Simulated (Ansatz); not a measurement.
System: C6H12S, net charge 0, singlet state. SMILES: C1CCCSCC1
Geometry from a B3LYP-D3(BJ)/def2-TZVP (Ansatz, a first-principles code) optimisation:
```
C
H 1 1.0926
H 1 1.0955 2 105.74
C 1 1.5332 2 107.22 3 -117.38
H 4 1.0936 1 108.61 2 -68.81
H 4 1.0959 5 106.51 1 -116.97
C 4 1.5245 5 108.95 6 -115.30
H 7 1.0913 4 109.84 5 55.58
H 7 1.0932 8 107.10 4 -120.21
C 1 1.5372 2 108.46 3 118.48
H 10 1.0922 1 108.36 2 88.35
H 10 1.0929 11 106.11 1 117.22
C 10 1.5325 11 108.90 12 115.34
H 13 1.0928 10 108.17 11 -44.03
H 13 1.0957 14 106.26 10 117.43
C 13 1.5302 14 109.13 15 115.33
H 16 1.0905 13 110.01 14 -39.38
H 16 1.0915 17 106.67 13 120.49
S 16 1.8212 17 106.08 18 113.28
```

Wanted: atomisation energy (electronic, to ground-state atoms), in kcal/mol. Valence correlation only, unless marked. Open shells are spin-unrestricted. No spin-orbit coupling. Non-relativistic unless marked X2C. The coupled-cluster limit lacks core correlation, which all-electron functionals hold. CBS(X,Y): correlation extrapolated as X^-3; Hartree-Fock from the larger set. The bracket is a focal-point correction in the basis named.

```json
[
 {"level": "B2PLYP-D3(BJ)/def2-TZVPD", "program": "Ansatz + dftd3", "atomisation energy (kcal/mol)": "1799.6"},
 {"level": "X2C-CCSD(T)/cc-pVTZ-DK", "program": "Ansatz", "atomisation energy (kcal/mol)": "1773.0"},
 {"level": "CCSD(T) with core electrons (1s frozen past Ne)/cc-pwCVTZ", "program": "Ansatz", "atomisation energy (kcal/mol)": "(withheld)"},
 {"level": "RI-MP2/CBS(aug-cc-pV(T+d)Z,aug-cc-pV(Q+d)Z)+[CCSD(T)-MP2]/aug-cc-pV(T+d)Z", "program": "Ansatz", "atomisation energy (kcal/mol)": "(withheld)"}
]
```

Task: What belongs in the gaps?

Result: 
- CCSD(T) with core electrons (1s frozen past Ne)/cc-pwCVTZ, atomisation energy (kcal/mol): 1783.8
- RI-MP2/CBS(aug-cc-pV(T+d)Z,aug-cc-pV(Q+d)Z)+[CCSD(T)-MP2]/aug-cc-pV(T+d)Z, atomisation energy (kcal/mol): 1817.2
